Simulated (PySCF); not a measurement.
Cost against size for one kind of job: PBE0-D3(BJ)/def2-SVP geometry optimisation, gas phase in PySCF 2.14.0; work: geometry optimisation from a GFN2-xTB start shaken at random. Hardware: an Arm Neoverse V2 with one thread, no GPU (shared host). Other jobs ran on the host; a repeat could differ by tens of per cent or more. Peak memory is the resident size of the whole Python process, interpreter and libraries included.

```csv
species (SMILES),atoms,electrons,basis functions,SCF cycles,gradient evaluations,wall time,peak memory
FC(F)(F)[SiH3],8,50,89,67,12,?,?
C=C(OC)B(F)F,12,54,123,72,10,?,?
[SiH3]S[C@@H]1CC[C@H]2C[C@@H]1C2,23,86,204,57,9,3.1 min,1.0 GiB
CCC[C@@H]1OCCO[C@H]1F,23,80,205,51,8,3.4 min,0.96 GiB
C[C@H](F)C(=O)OC(C)(C)C,23,80,205,69,10,3.8 min,0.96 GiB
CO[C@@]1(F)CCCCOC1,23,80,205,78,12,5.2 min,0.98 GiB
CC[C@@]1(O[C@@H](C)F)CCO1,23,80,205,60,9,?,?
CO[C@@H]1CC[C@H](CF)CO1,23,80,205,48,7,3.0 min,0.97 GiB
```

Task: Estimate the withheld figures.

Result: `FC(F)(F)[SiH3]`: 23 s, 0.37 GiB; `C=C(OC)B(F)F`: 46 s, 0.51 GiB; `CC[C@@]1(O[C@@H](C)F)CCO1`: 2.9 min, 0.96 GiB.

Task: With all rows, how does the wall time grow with the number of basis functions N?

Result: A straight line through log(time) against log(N) has slope 2.7 between N = 89 and 205, and the rows scatter about it by a factor of about 1.2 (standard error of the fit). This is a fit to these rows, whose iteration counts differ, not the method's formal scaling.

Task: Which species took longest, and how many times the shortest run?

Result: `CO[C@@]1(F)CCCCOC1`, at 5.2 min: about 14 times the shortest (23 s).
